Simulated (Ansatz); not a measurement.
C₂H₇AlZn, relaxed with RKS PBE0-D4/def2-TZVP in Ansatz 0.2.0 from a PBE-D4/def2-SVP geometry. The force threshold is 0.005 eV/Å; the program also tests the step.

The species carries charge 0 and has multiplicity 1. The bonds changed during the relaxation, so this is another structure than the one it started from.

Start:

```xyz
11

C     0.634    1.315    0.632
C     0.401    0.272   -0.480
Al   -0.879   -1.128    0.133
Zn   -0.790   -2.665   -2.076
H    -0.309    1.825    0.928
H     1.344    2.114    0.324
H     1.054    0.853    1.551
H     0.009    0.769   -1.394
H     1.366   -0.197   -0.770
H    -2.468   -0.862    0.033
H    -0.362   -2.297    1.118
```

```csv
step,energy (eV),largest force (eV/Å),largest move (Å)
1,-57192.9980,0.456,0.000
2,-57193.0349,0.159,0.037
3,-57193.0415,0.039,0.052
4,-57193.0419,0.013,0.017
5,-57193.0419,0.005,0.007
6,-57193.0419,0.002,0.006
7,-57193.0419,0.006,0.014
8,-57193.0419,0.008,0.013
9,-57193.0420,0.008,0.011
10,-57193.0420,0.002,0.005
```

End:

```xyz
11

C     0.625    1.330    0.635
C     0.415    0.275   -0.459
Al   -0.853   -1.109    0.150
Zn   -0.878   -2.736   -2.134
H    -0.311    1.831    0.901
H     1.326    2.111    0.324
H     1.027    0.890    1.553
H     0.044    0.756   -1.370
H     1.376   -0.180   -0.721
H    -2.428   -0.852    0.051
H    -0.344   -2.314    1.069
```

It took 42 s on 4 threads of an Arm Neoverse V1 on a shared host, with 0.53 GiB of host memory at the peak.
